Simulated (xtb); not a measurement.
A run for xtb: GFN1-xTB on CH6GeO (a complex), monomers drawn apart or pushed together.

```
$ xtb mol.xyz --gfn 1 --sp --chrg 0 --uhf 0
9

C      0.39168889    -0.27633508    -0.19057550
O      0.82725571     0.51951869     0.59446591
H     -0.25214035    -1.11790492     0.12813184
H      0.61155921    -0.20924052    -1.27282901
Ge    -0.70976575    -0.45038070     6.15420226
H     -1.27605986    -1.42529238     5.10821537
H     -1.19637049     0.97333034     5.86132644
H      0.82196354    -0.51052011     6.15070031
H     -1.22744566    -0.88500746     7.53866488
```

It printed:

```
[...]
           -------------------------------------------------
          |                Calculation Setup                |
           -------------------------------------------------



molecular fragmentation (1/2 indicates fragments):
111122222
# atoms in fragment 1/2:     4     5
 fragment masses (1/2) :       30.03       76.66
CMA distance (Bohr)    :  11.573
constraining FC (au)   :  0.0500

           -------------------------------------------------
          |                 G F N 1 - x T B                 |
           -------------------------------------------------

        Reference                      10.1021/acs.jctc.7b00118
      * Hamiltonian:
        H0-scaling (s, p, d)           1.850000    2.250000    2.000000
        zeta-weighting                 0.000000
      * Dispersion:
        s8                             2.400000
        a1                             0.630000
        a2                             5.000000
        s9                             0.000000
      * Repulsion:
        kExp                           1.500000
        rExp                           1.000000
      * Coulomb:
        alpha                          2.000000
        third order                    atomic
        anisotropic                    false
      * Halogen bond correction:
        rad-scale                      1.300000
        damping                        0.440000


          ...................................................
          :                      SETUP                      :
          :.................................................:
          :  # basis functions                  30          :
          :  # atomic orbitals                  29          :
          :  # shells                           19          :
          :  # electrons                        20          :
          :  # halogen bonds                     0          :
          :  max. iterations                   250          :
          :  Hamiltonian                  GFN1-xTB          :
          :  restarted?                      false          :
          :  GBSA solvation                  false          :
          :  PC potential                    false          :
          :  electronic temp.          300.0000000     K    :
          :  accuracy                    1.0000000          :
          :  -> integral cutoff          0.2500000E+02      :
          :  -> integral neglect         0.1000000E-07      :
          :  -> SCF convergence          0.1000000E-05 Eh   :
          :  -> wf. convergence          0.2000000E-04 e    :
          :  Broyden damping             0.4000000          :
          :  net charge                          0          :
          :  unpaired electrons                  0          :
          ...................................................

 iter      E             dE          RMSdq      gap      omega  full diag
   1    -11.5618977 -0.115619E+02  0.584E+00    5.32       0.0  T
   2    -11.7365106 -0.174613E+00  0.290E+00    3.62       1.0  T
   3    -11.7422085 -0.569789E-02  0.155E+00    4.25       1.0  T
   4    -11.7428266 -0.618121E-03  0.293E-01    4.08       1.0  T
   5    -11.7431906 -0.364013E-03  0.984E-02    4.19       1.0  T
   6    -11.7432672 -0.766167E-04  0.218E-02    4.17       1.5  T
   7    -11.7432713 -0.410317E-05  0.278E-03    4.17      12.0  T
   8    -11.7432713 -0.270061E-08  0.153E-03    4.16      21.9  T
   9    -11.7432714 -0.189124E-07  0.354E-04    4.16      94.2  T
  10    -11.7432714 -0.851310E-09  0.313E-05    4.16    1065.8  T
  11    -11.7432714 -0.414246E-11  0.377E-06    4.16    8853.2  T

   *** convergence criteria satisfied after 11 iterations ***

         #    Occupation            Energy/Eh            Energy/eV
      -------------------------------------------------------------
         1        2.0000           -0.8147205             -22.1697
       ...           ...                  ...                  ...
         4        2.0000           -0.6352167             -17.2851
         5        2.0000           -0.6017288             -16.3739
         6        2.0000           -0.5854505             -15.9309
         7        2.0000           -0.4865747             -13.2404
         8        2.0000           -0.4862079             -13.2304
         9        2.0000           -0.4848236             -13.1927
        10        2.0000           -0.4699314             -12.7875 (HOMO)
        11                         -0.3168838              -8.6228 (LUMO)
        12                         -0.2624278              -7.1410
        13                         -0.2617272              -7.1220
        14                         -0.2612885              -7.1100
        15                         -0.2452764              -6.6743
       ...                                ...                  ...
        29                          0.6372150              17.3395
      -------------------------------------------------------------
                  HL-Gap            0.1530476 Eh            4.1646 eV
             Fermi-level           -0.3934076 Eh          -10.7052 eV

 SCC (total)                   0 d,  0 h,  0 min,  0.015 sec
 SCC setup                      ...        0 min,  0.000 sec (  1.659%)
 Dispersion                     ...        0 min,  0.000 sec (  1.039%)
 classical contributions        ...        0 min,  0.000 sec (  0.288%)
 integral evaluation            ...        0 min,  0.003 sec ( 21.349%)
 iterations                     ...        0 min,  0.006 sec ( 43.411%)
 molecular gradient             ...        0 min,  0.004 sec ( 30.482%)
 printout                       ...        0 min,  0.000 sec (  1.579%)

         :::::::::::::::::::::::::::::::::::::::::::::::::::::
         ::                     SUMMARY                     ::
         :::::::::::::::::::::::::::::::::::::::::::::::::::::
         :: total energy             -11.650774189787 Eh    ::
         :: gradient norm              0.032981454662 Eh/a0 ::
         :: HOMO-LUMO gap              4.164638013178 eV    ::
         ::.................................................::
         :: SCC energy               -11.743271363048 Eh    ::
         :: -> electrostatic           0.065901923519 Eh    ::
         :: repulsion energy           0.093707609272 Eh    ::
         :: dispersion energy         -0.001210436011 Eh    ::
         :: halogen bond corr.         0.000000000000 Eh    ::
         :: add. restraining           0.000000000000 Eh    ::
         :: total charge               0.000000000000 e     ::
         :::::::::::::::::::::::::::::::::::::::::::::::::::::

           -------------------------------------------------
          |                Property Printout                |
           -------------------------------------------------

    * Orbital Energies and Occupations

         #    Occupation            Energy/Eh            Energy/eV
      -------------------------------------------------------------
         1        2.0000           -0.8147205             -22.1697
         2        2.0000           -0.6754439             -18.3798
         3        2.0000           -0.6727353             -18.3061
         4        2.0000           -0.6352167             -17.2851
         5        2.0000           -0.6017288             -16.3739
         6        2.0000           -0.5854505             -15.9309
         7        2.0000           -0.4865747             -13.2404
         8        2.0000           -0.4862079             -13.2304
         9        2.0000           -0.4848236             -13.1927
        10        2.0000           -0.4699314             -12.7875 (HOMO)
        11                         -0.3168838              -8.6228 (LUMO)
Note: The following floating-point exceptions are signalling: IEEE_DENORMAL
normal termination of xtb
        12                         -0.2624278              -7.1410
        13                         -0.2617272              -7.1220
        14                         -0.2612885              -7.1100
        15                         -0.2452764              -6.6743
        16                         -0.2451796              -6.6717
        17                         -0.1532710              -4.1707
        18                         -0.1107313              -3.0132
        19                         -0.0874067              -2.3785
        20                         -0.0871030              -2.3702
        21                         -0.0870711              -2.3693
       ...                                ...                  ...
        29                          0.6372150              17.3395
      -------------------------------------------------------------
                  HL-Gap            0.1530476 Eh            4.1646 eV
             Fermi-level           -0.3934076 Eh          -10.7052 eV

  Mulliken/CM5 charges         n(s)   n(p)   n(d)
     1C     0.39206  0.33778   1.040  2.568  0.000
     2O    -0.43702 -0.49901   1.726  4.711  0.000
     3H     0.02394  0.08207   0.976  0.000  0.000
     4H     0.02435  0.08249   0.976  0.000  0.000
     5Ge    0.12639 -0.10926   1.466  2.180  0.228
     6H    -0.03468  0.02396   1.035  0.000  0.000
     7H    -0.02871  0.03068   1.029  0.000  0.000
     8H    -0.02885  0.03053   1.029  0.000  0.000
     9H    -0.03749  0.02076   1.037  0.000  0.000

Wiberg/Mayer (AO) data.
largest (>0.10) Wiberg bond orders for each atom

 ---------------------------------------------------------------------------
     #   Z sym  total        # sym  WBO       # sym  WBO       # sym  WBO
 ---------------------------------------------------------------------------
     1   6 C    3.830 --     2 O    1.928     4 H    0.951     3 H    0.951
     2   8 O    2.026 --     1 C    1.928
     3   1 H    1.018 --     1 C    0.951
     4   1 H    1.018 --     1 C    0.951
     5  32 Ge   3.665 --     9 H    0.917     6 H    0.916     8 H    0.915
                             7 H    0.915
     6   1 H    0.995 --     5 Ge   0.916
     7   1 H    0.996 --     5 Ge   0.915
     8   1 H    0.996 --     5 Ge   0.915
     9   1 H    0.995 --     5 Ge   0.917
 ---------------------------------------------------------------------------

Topologies differ in total number of bonds
Writing topology from bond orders to xtbtopo.mol

 dipole moment from electron density (au)
     X       Y       Z
  -0.4343  -0.8209  -0.9058  total (Debye):    3.297


           -------------------------------------------------
          | TOTAL ENERGY              -11.650774189787 Eh   |
          | GRADIENT NORM               0.032981454662 Eh/α |
          | HOMO-LUMO GAP               4.164638013178 eV   |
           -------------------------------------------------

------------------------------------------------------------------------
------------------------------------------------------------------------
 total:
 SCF:
```

The run finished.

Cost: roughly 0.05 core-seconds.
